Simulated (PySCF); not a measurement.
Gas-phase reaction: 2 SnH2 + SnF4 + 2 HF = 3 SnH2F2

Method: PySCF energies plus ideal-gas RRHO corrections (1 bar). † marks an energy on the PBE0/def2-TZVP geometry and frequencies. CCSD(T) freezes the core. All species are closed-shell singlets. Sn: scalar-relativistic def2 core potential, no spin-orbit coupling. SnH2, SnH2F2: computed as isolated molecules; such fragments, hydroxides, amides, oligomers or adducts are transient or little studied in the gas. CCSD(T) isn't extrapolated to the basis-set limit; its ΔH°(298 K) is -294.1 kJ in def2-SVP and -296.4 kJ in def2-TZVPP. The harmonic model lacks anharmonicity and excited electronic states, which grow with temperature; levels with a mode under 35 cm⁻¹ are left out.

```tsv
level	ΔE electronic, kJ	ΔH°(298 K), kJ	ΔS°(298 K), J/K	ΔG°(1200 K), kJ
CCSD(T)/def2-SVP†	-296	-294	-255	7
CCSD(T)/def2-TZVPP†	-299	-296	-255	4
M06-2X/def2-TZVP†	-350	-347	-255	-46
PBE0/def2-QZVP†	-310	-307	-255	-7
PBE0/def2-SVP†	-315	-312	-255	-12
r2SCAN/def2-TZVP†	-347	-344	-255	-43
LDA/def2-TZVP†	-366	-364	-255	-63
ωB97X-V/def2-TZVP†	-353	-351	-255	-50
```
ΔH° is lowest at LDA/def2-TZVP† and highest at CCSD(T)/def2-SVP†. No reference value is set beside these.
